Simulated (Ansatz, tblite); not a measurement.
Cost and result up the ladder for the cluster Na2Cl2⁺ (4 atoms). Total charge 1; doublet. Geometry: PBE0-D4/def2-TZVP.

```xyz
4

Na   -0.731    1.923    1.023
Na    0.732   -1.924   -1.022
Cl   -0.450    0.448   -1.162
Cl    0.450   -0.447    1.161
```

Ansatz on 4 threads of Arm Neoverse V1 on a shared host; xTB runs through tblite on one thread. Times are rough, summed over both states, and most runs start from the orbitals of an earlier one. PBE-QIDH/def2-TZVP serves as the yardstick here, not as an exact answer. Differences are given only for rows in sets of like size (and for xTB, whose basis is part of the method), since another set adds its own error. The other state is a quartet at its own geometry, which has other bonds, so the gap mixes isomer and spin.

The xTB rows come from tblite. Correlated methods freeze 12 core orbitals; core or outer-core shells of Na are correlated, in sets that lack core-valence functions. In the doublet, Cl3 and Cl4 lie 2.65 Å apart (atoms count from 1), so these atoms are partly bonded to each other. In the quartet, Cl3 and Cl4 lie 2.37 Å apart (atoms count from 1), so these atoms are partly bonded to each other. The structure comes from a short search, and lower isomers may exist.

Run but left out: HF/def2-TZVPP, MP2/def2-TZVPP, CCSD/def2-TZVPP, CCSD(T)/def2-TZVPP (flagged by the program: other roots).

Correlated methods converge slowly with the basis.

xTB has no spin-polarisation term.

| level | functions | wall time | quartet − doublet (eV) | difference from PBE-QIDH/def2-TZVP (eV) | remarks |
| --- | --- | --- | --- | --- | --- |
| GFN2-xTB | 26 | 0.006 s | 4.38 | -2.00 | – |
| GFN1-xTB | 26 | 0.007 s | 7.23 | 0.85 | – |
| HF/STO-3G | 36 | 0.35 s | 12.50 | – | HOMO above zero (quartet) |
| MP2/def2-TZVP | 138 | 3.7 s | 6.61 | 0.23 | – |
| HF/def2-TZVP | 138 | 4.3 s | 5.67 | -0.71 | – |
| PBE-D4/def2-TZVP | 138 | 4.6 s | 5.14 | -1.24 | – |
| RPA@PBE/def2-TZVP | 138 | 6.5 s | 5.36 | -1.02 | – |
| PBE0-D4/def2-TZVP | 138 | 9.2 s | 5.64 | -0.74 | – |
| PBE-QIDH/def2-TZVP | 138 | 9.8 s | 6.38 | 0.00 | – |
| CAM-B3LYP-D4/def2-TZVP | 138 | 10 s | 5.94 | -0.44 | – |
| BHLYP-D4/def2-TZVP | 138 | 10 s | 5.89 | -0.49 | – |
| r2SCAN-D4/def2-TZVP (with forces) | 138 | 17 s | 5.78 | -0.60 | – |
| ωB97M-V/def2-TZVP | 138 | 35 s | 6.33 | -0.05 | – |
